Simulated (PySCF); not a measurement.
A side-by-side comparison of computed properties.

First species: C4H6O3S.
Bonds: O1–S2 (double), S2–O3 (double), S2–O4, S2–C5, C5–C6 (double), C6–C7, C7–C8, C6–C8. Hydrogens: H9 on O4; H10 on C5; H11, H12 on C7; H13, H14 on C8.

Second species: trimethylphosphine oxide, C3H9OP.
SMILES: `CP(C)(C)=O`

Levels: PBE0/def2-SVPD for dipole moment, HOMO energy, LUMO energy, HOMO–LUMO gap, static isotropic polarisability and electronic spatial extent ⟨r²⟩ about the centre of nuclear charge; TDDFT PBE0/def2-SVPD for lowest singlet excitation; TDA PBE0/def2-SVPD for lowest triplet excitation (Tamm–Dancoff); GFN2-xTB for rotational constant A and rotational constant C. Geometries: GFN2-xTB. All species are isolated and taken at one optimised geometry, non-relativistic unless stated; the electronic structure was computed with PySCF and density fitting.

The conformers computed, where there is a choice (atom-mapped SMILES and torsion angles):
- `[O:1]=[S:2](=[O:3])([OH:4])[CH:5]=[C:6]1[CH2:7][CH2:8]1`: O1–S2–C5–C6 -15°, H–O4–S2–O1 0°

```
                                                         property   column X    column Y
                                                    dipole moment     4.37 D      4.95 D
                                                      HOMO energy   -7.58 eV    -8.58 eV
                                                      LUMO energy    0.36 eV    -1.24 eV
                                                    HOMO–LUMO gap    7.94 eV     7.34 eV
                                        lowest singlet excitation    6.89 eV     6.04 eV
                         lowest triplet excitation (Tamm–Dancoff)    6.77 eV     4.36 eV
                                  static isotropic polarisability    64.2 au     76.8 au
electronic spatial extent ⟨r²⟩ about the centre of nuclear charge  550 bohr²  1141 bohr²
                                            rotational constant A  3.733 GHz   3.933 GHz
                                            rotational constant C  3.504 GHz   1.090 GHz
```

Problem. Which column belongs to which species?

Solution. Column X is the second species and column Y the first. The first has 14 atoms and 70 electrons, the second 14 and 50.

Problem. How does each property change from the first species to the second?

Solution. dipole moment -0.58 D; HOMO energy +1.00 eV; LUMO energy +1.60 eV; HOMO–LUMO gap +0.60 eV; lowest singlet excitation +0.85 eV; lowest triplet excitation (Tamm–Dancoff) +2.41 eV; static isotropic polarisability -12.6 au; electronic spatial extent ⟨r²⟩ about the centre of nuclear charge -591 bohr²; rotational constant A -0.200 GHz; rotational constant C +2.414 GHz.

On the first: S1 lies 1.30 eV below the HOMO–LUMO gap; its leading configuration is HOMO−1→LUMO, weight 0.71. The polarisability is 11.38 Å³ as a volume (1 au = 0.148185 Å³), or 1.10 au for each of the 70 electrons.

On the second: No computed singlet falls in the visible range (750 to 380 nm, 1.65 to 3.26 eV); S1 lies 3.63 eV above its blue end. The polarisability is 9.51 Å³ as a volume (1 au = 0.148185 Å³), or 1.28 au for each of the 50 electrons.
